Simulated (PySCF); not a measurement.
How methods differ on the ionisation energy of Sn

Sn [Kr] 4d10 5s2 5p2 [5p1/2^2, M_J = 0] → Sn+ [Kr] 4d10 5s2 5p1 [5p1/2^1, M_J = 1/2], as a difference of total energies. Calculation: PySCF 2.14, in x2c-TZVPPall-2c with one added diffuse shell each of s, p, d, f type (9s10p6d3f, 90 functions); the two-component X2C-1e Hamiltonian. Correlated levels: [Kr] frozen; the 14 highest virtual spinors dropped. "Screened" scales the spin-orbit matrix elements by Boettger's factors to mimic the two-electron term; Breit and QED terms are absent.

| method | ionisation energy (eV) | error (eV) |
| --- | --- | --- |
| GHF (screened spin-orbit) | 6.640 | -0.704 |
| GMP2 (screened spin-orbit) | 7.146 | -0.198 |
| GCCSD (screened spin-orbit) | 7.126 | -0.218 |
| GCCSD(T) (screened spin-orbit) | 7.172 | -0.172 |

Reference: 7.344 eV (measured; NIST Atomic Spectra Database, ionization energies).

Errors of the correlated levels include the incompleteness of this basis and the frozen core.

The labels give the starting determinants; with spin-orbit coupling the two ends relaxed to ⟨J²⟩ = 1.37, ⟨L²⟩ = 2.02, ⟨S²⟩ = 1.96 and ⟨J²⟩ = 0.79, ⟨L²⟩ = 2.06, ⟨S²⟩ = 0.78.

The determinant of Sn mixes levels of different J (the jj label is only the starting occupation), so the difference between spin-free and spin-orbit rows is not the physical spin-orbit shift.
